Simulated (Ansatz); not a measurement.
`C[C]1=[CH][GeH2]1` and `Cl[C]1=[CH][GeH2]1` differ in one atom or group.

Ansatz, PBE0-D4/def2-TZVP geometries, multiplicity 1. 

Scalar relativity is left out up to krypton.

```json
{"property": "HOMO–LUMO gap (B3LYP/def2-TZVPP) / eV", "`C[C]1=[CH][GeH2]1`": "6.60"}
{"property": "LUMO energy (B3LYP/def2-TZVPP) / eV", "`C[C]1=[CH][GeH2]1`": "0.05"}
{"property": "HOMO–LUMO gap (PBE0/def2-TZVPP) / eV", "`C[C]1=[CH][GeH2]1`": "7.02"}
{"property": "HOMO energy (PBE/def2-TZVPP) / eV", "`C[C]1=[CH][GeH2]1`": "-5.68"}
{"property": "LUMO energy (PBE/def2-TZVPP) / eV", "`C[C]1=[CH][GeH2]1`": "-0.80"}
{"property": "size of the dipole moment (PBE/def2-TZVPP) / D", "`C[C]1=[CH][GeH2]1`": "0.90"}
```

(1) Give the same properties after the change, and the shifts. (Estimate.)

Results:

(1) Computed: 
| property | `Cl[C]1=[CH][GeH2]1` | shift |
| --- | --- | --- |
| HOMO–LUMO gap (B3LYP/def2-TZVPP) / eV | 6.47 | -0.13 |
| LUMO energy (B3LYP/def2-TZVPP) / eV | -0.72 | -0.77 |
| HOMO–LUMO gap (PBE0/def2-TZVPP) / eV | 6.92 | -0.10 |
| HOMO energy (PBE/def2-TZVPP) / eV | -6.29 | -0.61 |
| LUMO energy (PBE/def2-TZVPP) / eV | -1.34 | -0.54 |
| size of the dipole moment (PBE/def2-TZVPP) / D | 1.31 | 0.41 |

With PBE0 the HOMO falls by 0.66 eV and the LUMO falls by 0.77 eV, so the gap narrows by about 0.11 eV. PBE moves the HOMO by -0.61 eV and ωB97M-V by -0.64 eV. Dipoles are sizes alone; their direction can turn.

B3LYP here is the variant with VWN-RPA as its local correlation; programs differ in this.
